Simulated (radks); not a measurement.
Values are calculated unless marked as measured or tabulated.
Dy2+, 64 electrons, occupied as [Xe] 4f10.

Code: a radial shooting solver on a logarithmic mesh with Libxc functionals. Model: scalar-relativistic Kohn-Sham, revPBE, spin-polarised, spherical densities, finite nucleus; open shells are filled with parallel spins first (spin-orbit coupling, left out, can overturn this in heavy ions); Fermi nuclear charge, rms radius 5.2218 fm.

Energy parts (Ry):
| part | energy |
|---|---|
| total | -24311.8789 |
| kinetic | 26224.5800 |
| electron-nucleus | -59427.2569 |
| Hartree | 9417.0719 |
| exchange-correlation | -526.2740 |

Orbitals (lengths in bohr, moments of r in powers of bohr; r(max) is where P^2 peaks):
| orbital | occ. | eigenvalue (Ry) | r(max) | <r^2> |
|---|---|---|---|---|
| 1s up | 1 | -3944.371 | 0.01338 | 0.0006094 |
| 1s down | 1 | -3944.370 | 0.01338 | 0.0006094 |
| 2s up | 1 | -657.6944 | 0.07604 | 0.009520 |
| 2s down | 1 | -657.6921 | 0.07604 | 0.009520 |
| 2p up | 3 | -583.7018 | 0.06169 | 0.007707 |
| 2p down | 3 | -583.7003 | 0.06169 | 0.007707 |
| 3s up | 1 | -147.2255 | 0.2154 | 0.06287 |
| 3s down | 1 | -147.1113 | 0.2154 | 0.06281 |
| 3p up | 3 | -124.5052 | 0.2117 | 0.06316 |
| 3p down | 3 | -124.3913 | 0.2116 | 0.06308 |
| 3d up | 5 | -95.27672 | 0.1730 | 0.05286 |
| 3d down | 5 | -95.19003 | 0.1729 | 0.05278 |
| 4s up | 1 | -30.03601 | 0.4941 | 0.3171 |
| 4s down | 1 | -29.78245 | 0.4940 | 0.3171 |
| 4p up | 3 | -22.55690 | 0.5161 | 0.3589 |
| 4p down | 3 | -22.30593 | 0.5160 | 0.3591 |
| 4d up | 5 | -12.37032 | 0.5347 | 0.4316 |
| 4d down | 5 | -12.12173 | 0.5346 | 0.4326 |
| 5s up | 1 | -4.68411 | 1.156 | 1.887 |
| 5s down | 1 | -4.55590 | 1.164 | 1.924 |
| 5p up | 3 | -2.93190 | 1.319 | 2.642 |
| 5p down | 3 | -2.84008 | 1.332 | 2.715 |
| 4f up | 7 | -1.34114 | 0.5388 | 0.9794 |
| 4f down | 3 | -1.12433 | 0.5407 | 1.102 |

The highest occupied level is 4f down at -15.297 eV. The spin density at the nucleus is 1.35 e/bohr^3 (1s 0.01, 2s -0.63, 3s -11.06, 4s 2.32, 5s 10.72). Spin moment in Bohr magnetons: 4.
